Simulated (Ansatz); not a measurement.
`C=CO[SiH2]F` + `CNC` → `C=CN(C)C` + `O[SiH2]F`  (substitution at a C–O bond)

Program: Ansatz. Geometries: PBE0-D4/def2-TZVP. ΔE: electronic, gas phase. CCSD(T)/CBS adds triple-zeta CCSD(T) − MP2 to the extrapolated MP2 energy (def2 sets, frozen cores). Functionals use def2-TZVPP. B3LYP here is the variant with VWN-RPA as its local correlation; programs differ in this. Each species was taken in one conformer, which may not be the lowest.

`C=CO[SiH2]F`:

Cartesian coordinates in Å:
```
C 0.503 1.132 -1.699
C 0.481 0.572 -0.502
O -0.612 -0.080 -0.022
Si -0.685 -0.996 1.330
F -0.119 -2.456 1.043
H -0.352 1.084 -2.360
H 1.393 1.649 -2.030
H 1.335 0.613 0.172
H -2.111 -1.113 1.680
H 0.167 -0.406 2.388
```

`CNC`:

Z-matrix (Å, degrees):
```
C
N 1 1.445
H 1 1.094 2 109.4
H 1 1.092 2 110.0 3 117.9
H 1 1.104 2 114.0 3 -120.2
C 2 1.445 1 112.8 3 65.3
H 2 1.011 1 109.8 3 -171.9
H 6 1.104 2 114.0 1 54.9
H 6 1.094 2 109.4 1 -65.3
H 6 1.092 2 110.0 1 176.8
```

`C=CN(C)C`:

Z-matrix (Å, degrees):
```
C
N 1 1.436
H 1 1.091 2 109.4
H 1 1.092 2 109.9 3 -118.8
H 1 1.101 2 112.6 3 120.7
C 2 1.373 1 117.9 3 172.8
C 2 1.440 1 115.9 3 -40.2
C 6 1.338 2 127.5 1 -6.0
H 6 1.087 2 113.0 1 175.8
H 7 1.093 2 110.0 1 55.2
H 7 1.101 2 112.9 1 -65.7
H 7 1.091 2 109.6 1 173.9
H 8 1.081 6 119.4 2 -175.5
H 8 1.082 6 123.1 2 3.4
```

`O[SiH2]F`:

```xyz
6

O    -1.055   -0.421   -0.573
Si    0.231    0.292    0.128
F     1.587   -0.132   -0.600
H    -1.191   -1.362   -0.450
H     0.048    1.744   -0.049
H     0.382   -0.121    1.543
```

```tsv
level	ΔE (kJ/mol)	difference from CCSD(T)/CBS
B3LYP-D4	-47.0	2.8
ωB97X-V	-45.9	3.9
r2SCAN	-50.7	-0.9
PBE0	-48.5	1.3
HF/def2-TZVPP	-32.3	17.5
HF/def2-QZVPP	-31.9	17.9
MP2/def2-QZVPP	-58.5	-8.7
SCS-MP2/def2-QZVPP	-50.3	-0.5
HF/CBS(def2)	-31.8	18.0
MP2/CBS(def2)	-59.4	-9.6
CCSD(T)/CBS	-49.8	0
```

Largest T1 diagnostic among the species: 0.012.

In def2-TZVPP, CCSD(T) changes the Hartree–Fock value by −15.9 kJ/mol (the triples alone add −2.9 kJ/mol) and MP2 by −25.4 kJ/mol. The D4 term adds −5.0 kJ/mol with B3LYP and −2.7 kJ/mol with PBE0; it sums over pairs of atoms, weighted by their polarisabilities, and B3LYP, whose exchange is more repulsive, gets the larger term.
